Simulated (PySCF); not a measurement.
**Excitation energy of Fe⁺ by level of theory**

Fe⁺ [Ar] 3d6 4s1 (6D) → Fe⁺ [Ar] 3d6 4p1 (high-spin determinant), as a difference of total energies. Calculation: PySCF 2.14, in aug-cc-pVQZ-DK (9s8p6d4f3g2h, 140 functions); the spin-free X2C one-electron Hamiltonian (Gaussian nucleus). Correlated levels: valence: [Ar] frozen. The calculations carry no spin-orbit coupling.

```json
{"method": "UHF", "excitation energy (cm⁻¹)": "36591"}
{"method": "LDA", "excitation energy (cm⁻¹)": "40403"}
{"method": "PBE", "excitation energy (cm⁻¹)": "39312"}
{"method": "PBE0", "excitation energy (cm⁻¹)": "38747"}
{"method": "r2SCAN", "excitation energy (cm⁻¹)": "39372"}
{"method": "MN15", "excitation energy (cm⁻¹)": "37570"}
{"method": "M06-2X", "excitation energy (cm⁻¹)": "37288"}
{"method": "BLYP", "excitation energy (cm⁻¹)": "39675"}
{"method": "MP2 (valence)", "excitation energy (cm⁻¹)": "38621"}
{"method": "SCS-MP2 (valence)", "excitation energy (cm⁻¹)": "37937"}
```

A first-order spin-orbit estimate (lowest level to lowest level, LS coupling) adds 0.021 eV.

The determinant of the upper state mixes LS terms, which raises its energy above the lowest term, most at the Hartree-Fock and MP2 levels.
